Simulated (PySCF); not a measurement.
An equivalent PySCF input for O³⁺ (oxygen, charge +3), [He] 2s2 2p1, 2P determinant, with the non-relativistic Hamiltonian (point nucleus):

```python
from pyscf import gto, scf, dft, mp, cc
import basis_set_exchange as bse
mol = gto.M(atom="O 0 0 0", charge=3, spin=1, symmetry="D2h",
            basis=gto.basis.parse(bse.get_basis("dyall-acv3z", elements=["O"], fmt="nwchem")))
mf = dft.UKS(mol, xc="PBE0")
mf.irrep_nelec = {'Ag': (2, 2), 'B2u': (1, 0)}
mf.kernel()
```

It reaches the same state as the run whose output follows, with an energy that differs only through the grid. The run itself started from symmetry-adapted Hartree-Fock orbitals and held the occupation by maximum overlap, on a logarithmic radial grid, so the iterations belong to that start.

```
SCF conv_tol = 1e-09
number electrons alpha = 3  beta = 2
XC functionals = PBE0
    C. Adamo and V. Barone.,  J. Chem. Phys. 110, 6158 (1999)
    M. Ernzerhof and G. E. Scuseria.,  J. Chem. Phys. 110, 5029 (1999)
cycle= 1 E= -71.1834967634702  delta_E= -0.00362  |g|= 0.0124  |ddm|= 0.0453
cycle= 2 E= -71.1835310965535  delta_E= -3.43e-05  |g|= 0.00149  |ddm|= 0.00313
cycle= 3 E= -71.1835317062917  delta_E= -6.1e-07  |g|= 4.6e-05  |ddm|= 0.000461
cycle= 4 E= -71.1835317068827  delta_E= -5.91e-10  |g|= 1.8e-06  |ddm|= 1.63e-05
converged SCF energy = -71.1835317068827  <S^2> = 0.75129076  2S+1 = 2.0012903
```
